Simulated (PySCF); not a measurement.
# Ions at one geometry of [Bi(H2O)4]3+

PySCF 2.14.0, RKS PBE0, Bi def2-SVP with ECP60, O def2-SVP, H def2-SVP; non-relativistic Hamiltonian with scalar-relativistic core potentials where named; density fitting; no spin-orbit coupling; singlets restricted, open shells unrestricted. The geometry is relaxed for charge +3, singlet, vacuum:

```xyz
13

Bi   -0.0002    0.0000    0.0000
O     1.3715    1.3074    1.3757
H     1.2636    1.4624    2.3417
H     2.1755    1.8113    1.1144
O    -1.3715   -1.3759    1.3076
H    -2.1752   -1.1149    1.8118
H    -1.2638   -2.3418    1.4624
O     1.3715   -1.3074   -1.3757
H     2.1755   -1.8113   -1.1144
H     1.2636   -1.4624   -2.3417
O    -1.3715    1.3759   -1.3076
H    -1.2638    2.3418   -1.4624
H    -2.1752    1.1149   -1.8118
```

Energies count from the relaxed state; an electron taken off or put on is at rest in vacuum. Charges and spins are Mulliken's.

```json
{"state": "charge +3, singlet, vacuum", "energy (eV)": "0.00", "spin squared": "0.00", "charge on Bi1 (e)": "1.80", "spin on Bi1 (e)": "0.00", "dipole about the centre of mass (D)": "0.00"}
{"state": "charge +4, doublet, vacuum", "energy (eV)": "26.14", "spin squared": "0.76", "charge on Bi1 (e)": "1.92", "spin on Bi1 (e)": "-0.07", "dipole about the centre of mass (D)": "0.00"}
```

What does the state charge +2, doublet, vacuum give?

energy (eV) -14.77, spin squared 0.75, charge on Bi1 (e) 1.14, spin on Bi1 (e) 0.91, dipole about the centre of mass (D) 0.03.

With an electron taken off (doublet) the charges change, summed by element, by Bi +0.12 e, O +0.55 e, H +0.33 e. The vertical ionisation energy is 26.14 eV, against −ε(HOMO) = 24.18 eV of the relaxed state. The level lies 2.0 eV too high, as is usual for semilocal functionals and global hybrids, which keep a self-interaction error.

With an electron put on (doublet) the charges change, summed by element, by Bi -0.67 e, O +0.05 e, H -0.39 e. The vertical electron affinity is 14.77 eV, against −ε(LUMO) = 16.86 eV of the relaxed state.

Open shells may have lower solutions than those found.

No frequency check is given that shows the relaxed geometry to be a minimum, and it was reached by following one of several unstable modes of a saddle point.
